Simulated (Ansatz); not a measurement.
`C[Si](C)(Cl)CCCCCCCCCCCOc1ccccc1` with charge +1. Total charge 1; doublet. Geometry PBE-D4/def2-SVP; atoms count from 1.

Cartesian coordinates in Å:
```
C -5.6495 -5.2187 1.5757
Si -4.5907 -3.6905 1.8172
C -4.8871 -2.8015 3.4430
Cl -2.5650 -4.2514 1.7292
C -4.8447 -2.4929 0.3279
C -3.9829 -1.2392 0.3737
C -4.1693 -0.3647 -0.8863
C -3.3308 0.9245 -0.8547
C -1.8110 0.7453 -0.7518
C -1.1838 -0.0861 -1.8766
C 0.3437 -0.2225 -1.7939
C 1.1108 1.0927 -1.9863
C 2.6354 0.9407 -2.0758
C 3.2869 0.3956 -0.8001
C 4.8091 0.2973 -0.8748
O 5.4202 1.5904 -1.1059
C 5.6851 2.4373 -0.1120
C 6.2703 3.6785 -0.5208
C 6.5995 4.6333 0.4330
C 6.3543 4.3781 1.8018
C 5.7726 3.1519 2.2063
C 5.4349 2.1794 1.2692
H -5.4182 -5.7220 0.6163
H -6.7247 -4.9445 1.5820
H -5.4674 -5.9386 2.3997
H -5.9294 -2.4229 3.4875
H -4.7343 -3.5018 4.2894
H -4.1940 -1.9471 3.5710
H -5.9343 -2.2608 0.3412
H -4.6440 -3.1034 -0.5795
H -2.9136 -1.5255 0.4658
H -4.2246 -0.6313 1.2728
H -3.9208 -0.9680 -1.7864
H -5.2428 -0.0977 -0.9881
H -3.6778 1.5620 -0.0127
H -3.5662 1.4930 -1.7835
H -1.5464 0.2915 0.2313
H -1.3508 1.7574 -0.7323
H -1.6249 -1.1062 -1.8737
H -1.4610 0.3573 -2.8602
H 0.6806 -0.9470 -2.5683
H 0.6084 -0.6824 -0.8146
H 0.7544 1.5810 -2.9194
H 0.8675 1.8024 -1.1644
H 3.0863 1.9262 -2.3199
H 2.8921 0.2702 -2.9267
H 2.9997 1.0187 0.0766
H 2.9223 -0.6306 -0.5789
H 5.1234 -0.2992 -1.7534
H 5.2473 -0.1618 0.0346
H 6.4469 3.8354 -1.5948
H 7.0522 5.5867 0.1229
H 6.6184 5.1335 2.5584
H 5.5845 2.9649 3.2741
H 4.9834 1.2331 1.5952
```

Single mean-field runs in def2-TZVP are fitted with def2-universal-jkfit.

(1) Estimate the Mulliken populations of the heavy atoms from the PBE0/def2-TZVP orbitals of Ansatz.

(2) Where does the spin sit?

(3) And the Mayer bond orders between heavy atoms (over 0.3)?

Results:

(1) 
```
atom  charge (e)  spin (α − β)
  C1       -0.46          0.01
 Si2        0.44          0.02
  C3       -0.48          0.01
 Cl4       -0.27          0.02
  C5       -0.28          0.06
  C6       -0.30          0.01
  C7       -0.21          0.01
  C8       -0.14          0.01
  C9       -0.27          0.00
 C10       -0.22          0.00
 C11       -0.21          0.00
 C12       -0.22          0.00
 C13       -0.20          0.00
 C14       -0.30          0.02
 C15       -0.08         -0.01
 O16       -0.12          0.22
 C17        0.35          0.14
 C18       -0.17          0.18
 C19       -0.08         -0.10
 C20       -0.04          0.35
 C21       -0.12         -0.05
 C22       -0.20          0.12
```
Mulliken values depend strongly on the basis.

(2) Summed by element: C 0.74, Si 0.02, Cl 0.02, O 0.22, H 0.00, of 1 unpaired in all. Largest on single atoms: C20 0.35, O16 0.22, C18 0.18.

(3) C1–Si2 1.02 (1.87 Å); Si2–C3 1.01 (1.88 Å); Si2–Cl4 1.10 (2.10 Å); Si2–C5 0.91 (1.93 Å); C5–C6 1.02 (1.52 Å); C6–C7 0.98 (1.55 Å); C7–C8 0.99 (1.54 Å); C8–C9 1.00 (1.53 Å); C9–C10 1.00 (1.53 Å); C10–C11 1.01 (1.54 Å); C11–C12 1.00 (1.53 Å); C12–C13 1.01 (1.53 Å); C13–C14 0.99 (1.53 Å); C14–C15 0.98 (1.53 Å); C15–O16 0.84 (1.45 Å); O16–C17 1.29 (1.33 Å); C17–C18 1.24 (1.43 Å); C17–C22 1.21 (1.43 Å); C18–C19 1.53 (1.39 Å); C19–C20 1.33 (1.41 Å); C20–C21 1.32 (1.42 Å); C21–C22 1.55 (1.39 Å).
